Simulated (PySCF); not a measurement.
## Tl⁺ (thallium, charge +1) across methods

[Xe] 4f14 5d10 6s1 6p1, high-spin 3P determinant (an excited configuration). All numbers are calculated (PySCF 2.14, scalar relativity through the core potential, in aug-cc-pVQZ-PP with one added diffuse shell each of s, p, d, f, g type with ECP60MDF (8s8p6d4f3g, 117 functions)).

| method | E (hartree) | mean ε 5d β (eV) | mean ε 6s α (eV) | mean ε 6p α (eV) | Σ⟨r²⟩ (bohr²) | ⟨S²⟩ |
| --- | --- | --- | --- | --- | --- | --- |
| LDA | -171.7711 | -24.438 | -18.358 | -9.849 | 48.64 | 2.001 |
| r2SCAN | -172.1158 | -24.730 | -18.453 | -10.040 | 48.18 | 2.004 |
| PBE | -172.0646 | -24.284 | -18.040 | -9.743 | 48.63 | 2.001 |
| PBE0 | -172.0398 | -26.344 | -19.187 | -10.669 | 48.45 | 2.002 |
| revPBE | -172.1223 | -24.231 | -17.963 | -9.712 | 48.60 | 2.002 |
| B97-3 | -172.0724 | -26.467 | -19.042 | -10.510 | 48.40 | 2.001 |
| wB97X-V | -172.0096 | -28.897 | -21.442 | -12.631 | 48.50 | 2.001 |

Question: Estimate the same row for UHF.

Answer: E (hartree) = -171.12476; mean ε 5d β (eV) = -31.542; mean ε 6s α (eV) = -21.769; mean ε 6p α (eV) = -12.987; Σ⟨r²⟩ (bohr²) = 48.79; ⟨S²⟩ = 2.004.

Energies and moments cover only the electrons outside the core potential. Spin-orbit coupling, absent here, splits the open shell strongly.
